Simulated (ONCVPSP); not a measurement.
**Ce: variants of one ONCV potential**

Base potential:

```
Element                 : cerium
Generator               : ONCVPSP 4.0.1
Type                    : optimised norm-conserving Vanderbilt (ONCV)
Functional              : LDA (Perdew-Wang 92)
Relativity              : fully relativistic
Frozen core             : [Kr] 4d10
Valence charge          : 12
Reference configuration : 4f2 5s2 5p6 6s2
Partial waves           : 5s+6s: rc 2.60 bohr, ncon 3, nbas 7, qcut 4.1 1/bohr, 3 projectors, debl 2 Ha; 5p: rc 1.95 bohr, ncon 4, nbas 8, qcut 3.9 1/bohr, 2 projectors, debl 1.2 Ha; d scattering state at 0.34 Ha: rc 2.15 bohr, ncon 3, nbas 7, qcut 3.7 1/bohr, 1 projector; 4f: rc 1.75 bohr, ncon 4, nbas 9, qcut 8.3 1/bohr, 2 projectors, debl 3.2 Ha
Local potential         : polynomial inside 1.40 bohr (lpopt 5, dvloc0 0 Ha)
Core correction         : none
```

Open shells are filled in proportion to 2j + 1.

In the d channel the program set the typed energies aside and used 0.050 Ha (j = l + 1/2; the other j can differ).

All-electron outer shells of the reference configuration (LDA (PZ), scalar-relativistic, ld1.x):

```
shell  level (eV)  outermost node (bohr)  outermost maximum (bohr)
   5s      -37.63                   0.76                      1.39
   5p      -20.86                   0.81                      1.57
   6s       -3.55                   1.85                      3.87
   4f       -0.80                      –                      0.72
```

Cutoffs, loose and tight: the cutoffs (Ha) at which the residual kinetic energy of the hardest occupied pseudo-wave falls to 1 and 0.1 mHa per electron. They do not see the model core or the augmentation charge, which bear on the density cutoff. Test errors are all-electron minus pseudo excitation energies from the reference, over the configurations 4f1 5s2 5p6 5d1 6s2; 4f1 5s2 5p6 5d1 6s1; 4f1 5s2 5p6 5d1 6s0; 4f0 5s2 5p6 5d2 6s1. A dash means not determined; rows that change the core or the reference have their own tests.

For the base: The cutoffs count occupied waves only; projector 2 of the f channel, the hardest unoccupied one, needs 123 Ha at the loose tolerance.

A true bound ghost makes a file unfit for plane-wave use even where its test errors are small: the radial tests pick states by their node count and pass the ghost by.

```csv
change,outcome,"cutoff, loose","cutoff, tight",bound ghosts,GHOST(+) flags above zero,largest test error (meV)
base,"generated, projector energies reset by the program",35 Ha,212 Ha,none,"s, p3/2, p1/2",tests left out (the all-electron energies of this program are off by 10 to 40 meV for near-neutral 4f atoms)
"local potential polynomial inside 1.40 bohr (lpopt 5, dvloc0 8.5 Ha)","generated, projector energies reset by the program",35 Ha,212 Ha,none,s,tests left out (the all-electron energies of this program are off by 10 to 40 meV for near-neutral 4f atoms)
s: nproj 2,"generated, projector energies reset by the program",35 Ha,212 Ha,s,"p3/2, p1/2",tests left out (the all-electron energies of this program are off by 10 to 40 meV for near-neutral 4f atoms)
"reference 4f1 5s2 5p6 5d1 6s2; wave d scattering state at 0.34 Ha: rc 2.15 bohr, ncon 3, nbas 7, qcut 3.7 1/bohr, 1 projector becomes 5d: rc 2.15 bohr, ncon 3, nbas 7, qcut 3.7 1/bohr, 1 projector",generated,35 Ha,106 Ha,none,"s, p3/2, p1/2",-4.1
"p: ncon 3, nbas 7","generated, projector energies reset by the program",35 Ha,212 Ha,none,"s, p3/2, p1/2",tests left out (the all-electron energies of this program are off by 10 to 40 meV for near-neutral 4f atoms)
f: debl 1.1,"generated, projector energies reset by the program",35 Ha,212 Ha,none,"s, p3/2, p1/2",tests left out (the all-electron energies of this program are off by 10 to 40 meV for near-neutral 4f atoms)
p: rc 2.88,"generated, projector energies reset by the program",35 Ha,212 Ha,none,"s, p3/2",tests left out (the all-electron energies of this program are off by 10 to 40 meV for near-neutral 4f atoms)
"core correction Teter function, fcfact 5.75, rcfact 1.6","generated, projector energies reset by the program",35 Ha,212 Ha,none,"s, p3/2, p1/2",tests left out (the all-electron energies of this program are off by 10 to 40 meV for near-neutral 4f atoms)
f: rc 1.92,"generated, projector energies reset by the program",31 Ha,158 Ha,none,"s, p3/2, p1/2",tests left out (the all-electron energies of this program are off by 10 to 40 meV for near-neutral 4f atoms)
"all radii scaled by about 0.78 (s 2.04, p 1.52, d 1.68, f 1.38 bohr); local potential polynomial inside 1.10 bohr (lpopt 5, dvloc0 0 Ha)","generated, projector energies reset by the program",–,–,"s, d5/2, d3/2","p3/2, p1/2",tests left out (the all-electron energies of this program are off by 10 to 40 meV for near-neutral 4f atoms)
s: qcut 4.9; p: qcut 4.6; d: qcut 4.4; f: qcut 9.8,"generated, projector energies reset by the program",41 Ha,210 Ha,none,"s, p3/2, p1/2",tests left out (the all-electron energies of this program are off by 10 to 40 meV for near-neutral 4f atoms)
s: nbas 6,"generated, projector energies reset by the program",35 Ha,212 Ha,none,"s, p3/2, p1/2",tests left out (the all-electron energies of this program are off by 10 to 40 meV for near-neutral 4f atoms)
```

Q: What comes out with this change to the base: functional PBE?

A: outcome: generated, projector energies reset by the program; bound ghosts: none; GHOST(+) flags above zero: s, p3/2, p1/2; largest test error (meV): tests left out (the all-electron energies of this program are off by 10 to 40 meV for near-neutral 4f atoms).
